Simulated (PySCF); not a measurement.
Species: 3,4-dimethylphosphinine, C7H9P.
Numbering: `[CH3:1][c:2]1[cH:3][cH:4][p:5][cH:6][c:7]1[CH3:8]` (hydrogens: H9, H10, H11 on C1; H12 on C3; H13 on C4; H14 on C6; H15, H16, H17 on C8)

Geometry (GFN2-xTB, Å), atoms numbered from 1 in this order:
```xyz
17
C7H9P angstrom
C     -0.6216    1.7678    0.3159
C      0.2270    0.5596    0.0554
C      1.6019    0.7198   -0.0673
C      2.4980   -0.2992   -0.3058
P      2.0753   -1.9665   -0.4981
C      0.3594   -1.8471   -0.2991
C     -0.3744   -0.7001   -0.0599
C     -1.8646   -0.8170    0.0787
H     -1.3533    1.9049   -0.4803
H     -0.0081    2.6633    0.3772
H     -1.1692    1.6611    1.2523
H      1.9973    1.7242    0.0322
H      3.5494   -0.0507   -0.3802
H     -0.1833   -2.7829   -0.3739
H     -2.3669   -0.2175   -0.6800
H     -2.1846   -1.8501   -0.0319
H     -2.1892   -0.4575    1.0548
```

The calculation used PySCF 2.14.0, density-fitted response routines, TDDFT wB97X-D/def2-SVPD, vertical, gas phase, core orbitals frozen in the response.

Kohn–Sham orbitals with the atoms that hold most of them (Löwdin shares over 4%, at most four atoms; ? is withheld):

```tsv
orbital	ε (eV)	atoms
LUMO+2	2.24	C1 18%, C8 16%, C3 6%, H9 6%
LUMO+1	1.11	C3 19%, C7 18%, C4 17%, C6 17%
LUMO	0.42	P5 35%, C2 16%, C4 15%, C6 14%
HOMO	?	?
HOMO-1	-9.26	?
HOMO-2	-9.44	P5 63%, C6 12%, C4 11%, C3 4%
HOMO-3	-10.97	C4 17%, C6 17%, P5 15%, C3 8%
```

Question: Give the leading atoms of the HOMO.

Answer: P5 (bonded to 2 C) 28%; C2 (bonded to 3 C) 19%; C4 (bonded to C, P and H) 15%; C6 (bonded to C, P and H) 10%. By element: carbon 44% or more, phosphorus 28%.

Question: Give the leading atoms of the HOMO-1.

Answer: C6 (bonded to C, P and H) 25%; C3 (bonded to 2 C and H) 18%; C7 (bonded to 3 C) 17%; C4 (bonded to C, P and H) 17%.

Question: What is the HOMO energy, and the HOMO–LUMO gap?

Answer: ε(HOMO) = -8.43 eV; the gap is 8.85 eV (0.3253 hartree).

Question: The HOMO–LUMO gap is 8.85 eV. Where does the response calculation put the lowest singlet, and from which orbitals?

Answer: S1 is at 4.83 eV (f = 0.0053), 4.02 eV below the gap, made of HOMO→LUMO+1 (54%), HOMO-1→LUMO (43%). Its leading pair isn't HOMO and LUMO; the energies of that pair differ by 9.55 eV. Without the coupling terms of the response equations the lowest excitation would equal the gap.

Question: Give energy, strength and leading configuration of S2, S3, S4 and S7, and follow the Löwdin shares of the leading atoms from the occupied to the empty orbital.

Answer: 
- S2 (5.12 eV, f 0.171), HOMO→LUMO (87%): P5 28% → 35%, C2 19% → 16%
- S3 (5.20 eV, f 0.019), HOMO-2→LUMO (98%): P5 63% → 35%, C6 12% → 14%, C2 at most 5% → 16%
- S4 (5.83 eV, f 0.0000), HOMO-2→LUMO+1 (98%): P5 63% → at most 17%, C6 12% → 17%, C3 4% → 19%, C7 at most 5% → 18%
- S7 (6.65 eV, f 0.561), HOMO-1→LUMO+1 (88%): C6 25% → 17%, C3 18% → 19%, C7 17% → 18%

Löwdin shares depend on the basis, the more so with diffuse functions.
